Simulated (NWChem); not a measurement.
System: CaF₂; SMILES [F][Ca][F]

NWChem printed, in part:

```
             Northwest Computational Chemistry Package (NWChem) 7.3.0
             --------------------------------------------------------

                             Geometry "geometry" -> ""
                             -------------------------

 Output coordinates in angstroms (scale by  1.889725989 to convert to a.u.)

  No.       Tag          Charge          X              Y              Z
 ---- ---------------- ---------- -------------- -------------- --------------
    1 Ca                  20.0000     0.00000000     0.00000000     0.22896900
    2 F                    9.0000     1.85513600     0.00000000    -0.43456500
    3 F                    9.0000    -1.85513600     0.00000000    -0.43456500

 Effective nuclear repulsion energy (a.u.)     108.2437625338

  pbe96 is a nonlocal functional; adding pw91lda local functional.
                              NWChem Property Module
                              ----------------------

                                 NWChem DFT Module
                                 -----------------

 Summary of "ao basis" -> "ao basis" (spherical)
 ------------------------------------------------------------------------------
       Tag                 Description            Shells   Functions and Types
 ---------------- ------------------------------  ------  ---------------------
 Ca                        def2-svpd                11       27   5s4p2d
 F                         def2-svpd                 9       23   4s3p2d

            General Information
            -------------------
          SCF calculation type: DFT
          Wavefunction type:  closed shell.
          No. of atoms     :     3
          No. of electrons :    38
           Alpha electrons :    19
            Beta electrons :    19
          Charge           :     0
          Spin multiplicity:     1
          Use of symmetry is: off; symmetry adaption is: off
          Maximum number of iterations: 150
          AO basis - number of functions:    73
                     number of shells:    29
          Convergence on energy requested:  1.00D-06
          Convergence on density requested:  1.00D-05
          Convergence on gradient requested:  5.00D-04

              XC Information
              --------------
          PerdewBurkeErnzerhof Exchange Functional  1.000
            Perdew 1991 LDA Correlation Functional  1.000 local
           PerdewBurkeErnz. Correlation Functional  1.000 non-local

             Grid Information
             ----------------
          Grid used for XC integration:  medium
          Radial quadrature: Mura-Knowles
          Angular quadrature: Lebedev.
          Tag              B.-S. Rad. Rad. Pts. Rad. Cut. Ang. Pts.
          ---              ---------- --------- --------- ---------
          Ca                  1.80      112          11.0       590
          F                   0.50       49          11.0       434
          Grid pruning is: on
          Number of quadrature shells:   210
          Spatial weights used:  Erf1

      Superposition of Atomic Density Guess
      -------------------------------------

 Sum of atomic energies:        -875.25530713

      Non-variational initial energy
      ------------------------------

 Total energy =    -874.996872
 1-e energy   =   -1419.327229
 2-e energy   =     436.086594
 HOMO         =      -0.654991
 LUMO         =      -0.139375

   convergence    iter        energy       DeltaE   RMS-Dens  Diis-err
 ---------------- ----- ----------------- --------- --------- ---------
 d= 0,ls=0.0,diis     1   -876.6044513740 -9.85D+02  5.10D-02  1.59D+00
 d= 0,ls=0.0,diis     2   -870.6574355477  5.95D+00  4.41D-02  5.61D+01
 d= 0,ls=0.0,diis     3   -876.7844981602 -6.13D+00  2.36D-03  2.41D-01
 d= 0,ls=0.0,diis     4   -876.8007655563 -1.63D-02  1.22D-03  1.59D-02
 d= 0,ls=0.0,diis     5   -876.8026942283 -1.93D-03  2.24D-04  9.08D-04
  Resetting Diis
 d= 0,ls=0.0,diis     6   -876.8027768859 -8.27D-05  3.26D-05  1.32D-05
 d= 0,ls=0.0,diis     7   -876.8027781970 -1.31D-06  1.52D-05  6.32D-07
 d= 0,ls=0.0,diis     8   -876.8027781632  3.37D-08  8.57D-06  1.12D-06

         Total DFT energy =     -876.802778163243
      One electron energy =    -1425.227181479076
           Coulomb energy =      496.960125963428
    Exchange-Corr. energy =      -56.779485181436
 Nuclear repulsion energy =      108.243762533841

 Numeric. integr. density =       37.999997798555

                       DFT Final Molecular Orbital Analysis
                       ------------------------------------

 Vector   17  Occ=2.000000D+00  E=-2.742809D-01
              MO Center=  3.1D-04, -4.6D-08, -4.2D-01, r^2= 3.9D+00
   Bfn.  Coefficient  Atom+Function         Bfn.  Coefficient  Atom+Function
  ----- ------------  ---------------      ----- ------------  ---------------
    33      0.452941  2 F  py                56      0.452865  3 F  py
    36     -0.301905  2 F  py                59     -0.301855  3 F  py
    39     -0.110653  2 F  py                62     -0.110636  3 F  py
    10      0.106835  1 Ca py                19      0.053466  1 Ca d -1
     7     -0.032636  1 Ca py

[...]

 DFT Linear Response polarizability / au
 Frequency  =       0.0000000 / au
              X              Y              Z
 -----------------------------------------------
 X      33.5205942     -0.0000030      0.0000027
 Y      -0.0000030     19.9902747      0.0000021
 Z       0.0000027      0.0000021     20.8605297
 -----------------------------------------------
 Eigenvalues =      33.5205942     19.9902747     20.8605297
 Isotropic   =      24.7904662
 Anisotropic =      13.1168617
 -----------------------------------------------

 Magnetic Dipole Response Matrix (nonzero elements):

 Exiting AOResponse driver routine
```

Level: PBE/def2-SVPD. Coordinates come from a PBE0/def2-SVP optimisation.

### Question
Which NWChem input produces such a log?

### Answer
One answer among several that fit: the input that was run:
```
start job
memory heap 200 mb stack 900 mb global 1100 mb
geometry units angstroms noautosym nocenter noautoz
  Ca     0.000000     0.000000     0.228969
  F      1.855136     0.000000    -0.434565
  F     -1.855136     0.000000    -0.434565
end
basis spherical
  * library def2-svpd
end
dft
  xc xpbe96 cpbe96
  iterations 150
end
property
  response 1 0.0
end
task dft property
```
